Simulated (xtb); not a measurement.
AlI3 (SMILES [I][Al]([I])[I]), singlet, at a GFN2-xTB geometry (such geometries of metal compounds can be far from the true shape); GFN2-xTB (xtb).

The xtb input:
```
$ xtb mol.xyz --gfn 2 --json

# file mol.xyz
4

Al    -0.00000000    -0.00000000    -0.00000000
I     -2.05711704    -1.44131268    -0.05276184
I      0.00659413     2.22306763    -1.17039456
I      2.05052292    -0.78175495     1.22315640
```

**Question.** Write the output that xtb gives for this input, abridged.

**Answer.** 
```
   ID    Z sym.   atoms
    1   13 Al     1
    2   53 I      2-4

           -------------------------------------------------
          |                Calculation Setup                |
           -------------------------------------------------

           -------------------------------------------------
          |                 G F N 2 - x T B                 |
           -------------------------------------------------

          ...................................................
          :                      SETUP                      :
          :.................................................:
          :  # basis functions                  40          :
          :  # atomic orbitals                  36          :
          :  # shells                           12          :
          :  # electrons                        24          :
          :  max. iterations                   250          :
          :  Hamiltonian                  GFN2-xTB          :
          :  restarted?                      false          :
          :  GBSA solvation                  false          :
          :  PC potential                    false          :
          :  electronic temp.          300.0000000     K    :
          :  accuracy                    1.0000000          :
          :  -> integral cutoff          0.2500000E+02      :
          :  -> integral neglect         0.1000000E-07      :
          :  -> SCF convergence          0.1000000E-05 Eh   :
          :  -> wf. convergence          0.1000000E-03 e    :
          :  Broyden damping             0.4000000          :
          :  net charge                          0          :
          :  unpaired electrons                  0          :
          ...................................................

 iter      E             dE          RMSdq      gap      omega  full diag
   1    -12.6769692 -0.126770E+02  0.205E+01    4.44       0.0  T
   2    -12.7167649 -0.397956E-01  0.156E+01    3.70       1.0  T
   3    -12.6369904  0.797745E-01  0.111E+01    4.86       1.0  T
   4    -12.7298881 -0.928977E-01  0.387E+00    3.79       1.0  T
   5    -12.7299421 -0.540439E-04  0.466E+00    4.11       1.0  T
   6    -12.7339385 -0.399639E-02  0.573E-01    3.96       1.0  T
   7    -12.7339006  0.379201E-04  0.357E-01    4.04       1.0  T
   8    -12.7340503 -0.149702E-03  0.683E-02    4.01       1.0  T
   9    -12.7340131  0.372219E-04  0.166E-01    4.02       1.0  T
  10    -12.7340494 -0.363063E-04  0.293E-02    4.00       1.7  T
  11    -12.7340509 -0.148833E-05  0.124E-02    4.00       4.0  T
  12    -12.7340513 -0.414706E-06  0.784E-04    4.00      63.8  T
  13    -12.7340513  0.653921E-09  0.865E-04    4.00      57.8  T

   *** convergence criteria satisfied after 13 iterations ***

         :::::::::::::::::::::::::::::::::::::::::::::::::::::
         ::                     SUMMARY                     ::
         :::::::::::::::::::::::::::::::::::::::::::::::::::::
         :: total energy             -12.693285114894 Eh    ::
         :: gradient norm              0.000029319255 Eh/a0 ::
         :: HOMO-LUMO gap              4.004959956813 eV    ::
         ::.................................................::
         :: SCC energy               -12.734049184736 Eh    ::
         :: -> isotropic ES            0.032687039518 Eh    ::
         :: -> anisotropic ES          0.004164127298 Eh    ::
         :: -> anisotropic XC         -0.011952274648 Eh    ::
         :: -> dispersion             -0.005163062672 Eh    ::
         :: repulsion energy           0.040764069842 Eh    ::
         :: add. restraining           0.000000000000 Eh    ::
         :: total charge               0.000000000000 e     ::
         :::::::::::::::::::::::::::::::::::::::::::::::::::::

           -------------------------------------------------
          |                Property Printout                |
           -------------------------------------------------

[...]

         #    Occupation            Energy/Eh            Energy/eV
      -------------------------------------------------------------
         1        2.0000           -0.7689237             -20.9235
         2        2.0000           -0.7689237             -20.9235
         3        2.0000           -0.7589469             -20.6520
         4        2.0000           -0.5437921             -14.7973
         5        2.0000           -0.4627160             -12.5911
         6        2.0000           -0.4627160             -12.5911
         7        2.0000           -0.4575947             -12.4518
         8        2.0000           -0.4575947             -12.4518
         9        2.0000           -0.4566152             -12.4251
        10        2.0000           -0.4566152             -12.4251
        11        2.0000           -0.4489546             -12.2167
        12        2.0000           -0.4409521             -11.9989 (HOMO)
        13                         -0.2937726              -7.9940 (LUMO)
        14                         -0.2268125              -6.1719
        15                         -0.1562919              -4.2529
        16                         -0.1562919              -4.2529
        17                         -0.1293916              -3.5209
        18                         -0.1293916              -3.5209
        19                         -0.0565290              -1.5382
        20                         -0.0481522              -1.3103
        21                         -0.0481522              -1.3103
        22                         -0.0090509              -0.2463
        23                         -0.0090509              -0.2463
       ...                                ...                  ...
        36                          1.6335094              44.4501
      -------------------------------------------------------------
                  HL-Gap            0.1471796 Eh            4.0050 eV
             Fermi-level           -0.3673623 Eh           -9.9964 eV

     #   Z          covCN         q      C6AA      α(0)
     1  13 Al       2.485     0.369    96.052    20.178
     2  53 I        0.840    -0.123   380.802    33.687
     3  53 I        0.840    -0.123   380.802    33.687
     4  53 I        0.840    -0.123   380.802    33.687

 Mol. C6AA /au·bohr⁶  :       4644.138580
 Mol. C8AA /au·bohr⁸  :     429158.388896
 Mol. α(0) /au        :        121.240520

Wiberg/Mayer (AO) data.
largest (>0.10) Wiberg bond orders for each atom

 ---------------------------------------------------------------------------
     #   Z sym  total        # sym  WBO       # sym  WBO       # sym  WBO
 ---------------------------------------------------------------------------
     1  13 Al   3.850 --     2 I    1.283     3 I    1.283     4 I    1.283
     2  53 I    1.423 --     1 Al   1.283
     3  53 I    1.423 --     1 Al   1.283
     4  53 I    1.423 --     1 Al   1.283
 ---------------------------------------------------------------------------

Topologies differ in total number of bonds
Writing topology from bond orders to xtbtopo.mol

molecular dipole:
                 x           y           z       tot (Debye)
 q only:       -0.000      -0.000      -0.000
   full:       -0.000      -0.000      -0.000       0.000
molecular quadrupole (traceless):
                xx          xy          yy          xz          yz          zz
 q only:       -1.401      -0.908      -0.870      -1.721       2.296       2.271
  q+dip:       -4.278      -2.772      -2.656      -5.254       7.012       6.934
   full:       -5.502      -3.565      -3.415      -6.757       9.018       8.917

           -------------------------------------------------
          | TOTAL ENERGY              -12.693285114894 Eh   |
          | GRADIENT NORM               0.000029319255 Eh/α |
          | HOMO-LUMO GAP               4.004959956813 eV   |
           -------------------------------------------------

normal termination of xtb
```
